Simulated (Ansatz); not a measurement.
Species: CHNSe, SMILES `N#C[SeH]` (charge 0, multiplicity 1).

Task: Give a relaxed geometry from B3LYP-D3(BJ)/def2-TZVP (Ansatz, a first-principles code).

Result: the end point of this relaxation (outside a Z-matrix the atoms follow the SMILES, hydrogens last).
Bonds (Å): N1–C2 1.154, C2–Se3 1.844, Se3–H4 1.474. Angles (°): N1–C2–Se3 176.6, C2–Se3–H4 93.0.
